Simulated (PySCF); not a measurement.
Job file and geometry (Å, from GFN2-xTB) of an NMR shielding run on SMILES [SiH3]/C(=C/[SiH3])C1CCCC1, C7H16Si2, PySCF 2.14.0, density-fitted response routines, GIAO PBE0/pcSseg-1 NMR shielding, non-relativistic, gas phase; density fitting, a coarse starting grid and PySCF grid level 2 are the driver's defaults:

```
$ OMP_NUM_THREADS=1 python probes_run.py task.json out

{"job": {"kind": "nmr", "xc": "PBE0", "basis": "pcSseg-1"}, "charge": 0, "multiplicity": 1}
Si     2.947692    -1.189851     1.067663
C      2.322407     0.225845    -0.004411
C      1.056244     0.523770    -0.310092
Si     0.696786     2.032087    -1.400280
C     -0.085103    -0.298291     0.205031
C     -1.076623     0.512946     1.051433
C     -2.388754    -0.247209     0.899755
C     -2.403506    -0.606924    -0.584172
C     -0.939532    -0.920677    -0.923123
H      4.409577    -1.109184     1.120753
H      2.561888    -2.486465     0.499418
H      2.417955    -1.090965     2.432598
H      3.094708     0.867751    -0.416887
H      1.573017     1.982174    -2.573705
H      0.975887     3.250611    -0.633388
H     -0.694482     2.074699    -1.856193
H      0.316547    -1.104710     0.827616
H     -1.182159     1.518880     0.641021
H     -0.749756     0.600021     2.087059
H     -2.363391    -1.154547     1.505767
H     -3.254807     0.343094     1.196699
H     -3.064028    -1.445649    -0.800707
H     -2.747597     0.251544    -1.162871
H     -0.770421    -1.996690    -0.965887
H     -0.663483    -0.508117    -1.893964
```

Q: What does the program print?

A: 
```
coarse grid: 20776 points
cycle   1  E = -854.5756577295  dE =  7.932e-01  |g| = 4.309e-01  |ddm| = 4.447e+00
cycle   2  E = -854.5620692720  dE =  1.359e-02  |g| = 4.917e-01  |ddm| = 9.137e-01
cycle   3  E = -854.6270384614  dE = -6.497e-02  |g| = 4.777e-02  |ddm| = 5.585e-01
cycle   4  E = -854.6273808771  dE = -3.424e-04  |g| = 2.999e-02  |ddm| = 8.938e-02
cycle   5  E = -854.6275758998  dE = -1.950e-04  |g| = 1.153e-02  |ddm| = 3.945e-02
cycle   6  E = -854.6276090637  dE = -3.316e-05  |g| = 2.202e-03  |ddm| = 1.106e-02
cycle   7  E = -854.6276102123  dE = -1.149e-06  |g| = 2.876e-04  |ddm| = 1.923e-03
final grid: 188264 points
cycle   8  E = -854.6826724449  dE = -5.747e-05  |g| = 8.151e-03  |ddm| = 4.845e-02
cycle   9  E = -854.6826628689  dE =  9.576e-06  |g| = 1.012e-02  |ddm| = 1.859e-02
cycle  10  E = -854.6826900955  dE = -2.723e-05  |g| = 1.017e-03  |ddm| = 1.113e-02
cycle  11  E = -854.6826902810  dE = -1.856e-07  |g| = 5.318e-04  |ddm| = 1.611e-03
cycle  12  E = -854.6826903532  dE = -7.217e-08  |g| = 7.325e-05  |ddm| = 4.864e-04
cycle  13  E = -854.6826903542  dE = -1.012e-09  |g| = 3.101e-05  |ddm| = 9.643e-05
cycle  14  E = -854.6826903544  dE = -2.285e-10  |g| = 2.951e-06  |ddm| = 2.889e-05
converged SCF energy = -854.6826903544

GIAO shielding tensors (ppm)
atom      isotropic    diamagn.    paramagn.     s11        s22        s33       span
  0 Si     441.547     880.829    -439.282    418.749    435.490    470.400     51.651
  1 C       49.983     256.330    -206.346    -61.737     52.266    159.421    221.157
  2 C       12.071     260.802    -248.731   -108.389     -4.407    149.009    257.397
  3 Si     433.039     881.715    -448.676    396.383    435.755    466.980     70.598
  4 C      132.975     248.658    -115.683    111.238    135.672    152.013     40.775
  5 C      149.058     248.205     -99.147    123.086    156.834    167.254     44.167
  6 C      154.992     250.633     -95.641    129.077    165.875    170.024     40.947
  7 C      156.637     249.692     -93.055    128.826    168.244    172.842     44.015
  8 C      153.497     249.314     -95.817    120.640    161.965    177.885     57.245
  9 H       27.748      28.717      -0.969     24.378     25.694     33.172      8.794
 10 H       27.423      30.149      -2.727     23.611     26.984     31.673      8.062
 11 H       27.423      30.158      -2.735     23.606     27.020     31.643      8.037
 12 H       25.559      31.548      -5.989     22.829     23.857     29.991      7.162
 13 H       27.640      29.664      -2.024     24.384     25.684     32.851      8.466
 14 H       27.530      29.628      -2.098     24.657     25.256     32.677      8.021
 15 H       27.594      30.628      -3.034     23.259     28.817     30.706      7.447
 16 H       28.916      37.060      -8.144     25.067     26.055     35.625     10.557
 17 H       30.434      33.277      -2.843     25.747     30.137     35.417      9.670
 18 H       29.810      32.267      -2.457     25.322     28.134     35.974     10.652
 19 H       30.180      31.368      -1.188     25.823     27.589     37.128     11.305
 20 H       29.823      29.688       0.135     25.204     26.710     37.553     12.349
 21 H       29.813      29.485       0.328     24.897     27.051     37.491     12.593
 22 H       29.980      31.067      -1.087     25.408     28.067     36.466     11.058
 23 H       29.625      32.576      -2.952     24.158     28.676     36.041     11.883
 24 H       30.295      33.050      -2.755     26.310     29.362     35.212      8.902
```

Q: Turn these shieldings into chemical shifts. Scale: TMS for 29Si (349.16 ppm) and 13C (186.93 ppm) and 1H (31.72 ppm) (reference shieldings calculated alike).

A: Averaging equivalent atoms: Si 3: -83.9; Si 0: -92.4; C 2: 174.9; C 1: 136.9; C 4: 54.0; C 5/8: 35.6; C 6/7: 31.1; H 12: 6.16; H 9/10/11: 4.19; H 13/14/15: 4.13; H 16: 2.80; H 18/23: 2.00; H 20/22: 1.82; H 19/21: 1.72; H 17/24: 1.35 ppm. 

Size and cost of the density-fitted run: 247 basis functions, 52 s wall time on 1 thread of an Arm Neoverse V2, shared host; peak memory 1.2 GiB.
